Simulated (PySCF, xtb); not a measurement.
CF2, SMILES F[C]F (connectivity only; charge and spin as stated), neutral, multiplicity 1.

GFN2-xTB (xtb) at its own geometry gives an orbital gap of 2.59 eV and a dipole moment of 0.41 D.

Geometry optimised at B3LYP-D3(BJ)/def2-TZVP. The isomer is the one that the SMILES or the coordinates give; other isomers of the formula were not compared.

Question: What does CAM-B3LYP/def2-TZVPD (PySCF) give? (Estimate from the structure and the level; the computed values follow.)

Answer: gap 9.34 eV (levels -10.49 and -1.15 eV), dipole 0.57 D.
